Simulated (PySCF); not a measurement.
**O³⁺ (oxygen, charge +3) across methods**

[He] 2s2 2p1, 2P determinant. Computed with PySCF 2.14 in aug-cc-pVDZ-DK (4s3p2d, 23 functions), with the spin-free X2C one-electron Hamiltonian (Gaussian nucleus).

```csv
method,E (hartree),mean ε 2s α (eV),mean ε 2s β (eV),mean ε 2p α (eV),Σ⟨r²⟩ (bohr²),⟨S²⟩
LDA,-70.6962,-80.157,-77.698,-66.277,3.456,0.751
HSE06,-71.2181,-82.916,-79.897,-69.254,3.434,0.751
UHF,-71.12875,-91.247,-85.773,-77.931,3.438,0.753
M06,-71.2491,-83.025,-80.201,-69.333,3.417,0.751
PBE0,-71.2114,-83.374,-80.326,-69.637,3.434,0.751
PBE,-71.1966,-80.449,-78.050,-66.697,3.440,0.751
wB97X,-71.2877,-85.725,-82.957,-72.015,3.414,0.751
r2SCAN,-71.2390,-81.238,-78.367,-67.813,3.433,0.752
```

**Question.** Estimate the same row for BLYP.

**Answer.** E (hartree) = -71.2747; mean ε 2s α (eV) = -80.384; mean ε 2s β (eV) = -77.953; mean ε 2p α (eV) = -66.918; Σ⟨r²⟩ (bohr²) = 3.441; ⟨S²⟩ = 0.751.
